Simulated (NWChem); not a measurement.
Molecule: arsine (AsH$_{3}$); SMILES [AsH3]

Question: Give the equilibrium geometry at PBE0/def2-SVP (NWChem) as an XYZ file, with the point group.

Answer: point group C3v; any orientation.
```
4

As     0.0058    -0.0041     0.0528
H     -1.2938     0.4134    -0.6263
H      0.8276     0.9380    -0.8199
H      0.2038    -1.1631    -0.9179
```
